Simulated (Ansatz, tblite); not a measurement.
Removing and adding an electron: In(NH3)2H3 (InN2H9). The state is a singlet with charge 0. Geometry: r2SCAN-D4/def2-SVP. Ansatz, gas phase; energy differences of separate SCF runs; the oxidised species was run as a doublet alone; the reduced species was run as a doublet alone.

| atom | x (Å) | y (Å) | z (Å) |
| --- | --- | --- | --- |
| In1 | 0.0006 | -0.0001 | 0.0000 |
| N2 | 0.2723 | 2.1875 | 1.2719 |
| H3 | -0.6302 | 2.5872 | 1.5302 |
| H4 | 0.7642 | 2.8873 | 0.7157 |
| H5 | 0.8033 | 2.0594 | 2.1338 |
| N6 | -0.2724 | -2.1875 | -1.2717 |
| H7 | -1.2527 | -2.4624 | -1.3403 |
| H8 | 0.2245 | -2.9534 | -0.8159 |
| H9 | 0.0886 | -2.1177 | -2.2235 |
| H10 | 1.7355 | -0.0902 | -0.2169 |
| H11 | -0.9892 | 0.8157 | -1.1916 |
| H12 | -0.7446 | -0.7258 | 1.4082 |

In the def2 sets In takes a core potential; there is no spin–orbit coupling. The xTB rows come from tblite. Correlated methods freeze 6 core orbitals; core or outer-core shells of In are correlated, in sets that lack core-valence functions. In CCSD on the charge 1 doublet the largest single amplitude is 0.18, so its Hartree–Fock determinant may place the open shell otherwise than the density functionals do. HOMO above LUMO, or a gap near zero within one spin, warns that the state may not be the lowest or that an electron is smeared out.

```
               level  −HOMO (eV)  vertical IE (eV)  −LUMO (eV)  vertical EA (eV)  HOMO–LUMO gap (eV)  IE − EA (eV)                                                                   remarks
            GFN1-xTB       10.80             13.51        4.25                 –                6.55             –                                                                         –
            GFN2-xTB       10.00             12.82        3.27              0.56                6.73         12.26                                                                         –
r2SCAN-D4/def2-TZVPD        5.90                 –        0.21             -0.74                5.69             –  HOMO above zero (-1 doublet), gap within one spin near zero (-1 doublet)
   PBE0-D4/def2-TZVP        6.75              8.86        0.00                 –                6.75             –                                                                         –
   CCSD(T)/def2-TZVP           –              9.00           –                 –                   –             –                                                                         –
```

(1) Estimate the rows for HF/def2-TZVP, r2SCAN-D4/def2-TZVP, PBE0-D4/def2-TZVPD, MP2/def2-TZVP, CCSD/def2-TZVP.

## Answers

(1) 
```tsv
level	−HOMO (eV)	vertical IE (eV)	−LUMO (eV)	vertical EA (eV)	HOMO–LUMO gap (eV)	IE − EA (eV)	remarks
HF/def2-TZVP	–	8.35	–	–	–	–	–
r2SCAN-D4/def2-TZVP	5.85	8.71	0.03	–	5.82	–	gap within one spin near zero (+1 doublet)
PBE0-D4/def2-TZVPD	6.79	–	0.23	-0.76	6.56	–	HOMO above zero (-1 doublet)
MP2/def2-TZVP	–	8.99	–	–	–	–	–
CCSD/def2-TZVP	–	9.02	–	–	–	–	–
```

Run but left out: PBE-D4/def2-TZVP (charge +1 doublet: an occupied level 0.01 eV above an empty one); PBE-D4/def2-TZVPD (charge -1 doublet: an occupied level 0.09 eV above an empty one).   A HOMO above zero means that the electron is unbound at that level or that self-interaction error raises the level; the energy of removing that electron tells which. Raw xTB energy differences between charge states are shifted by several eV; the methods need an empirical correction for them. A negative affinity means that the extra electron isn't bound; its size then hangs on the basis.
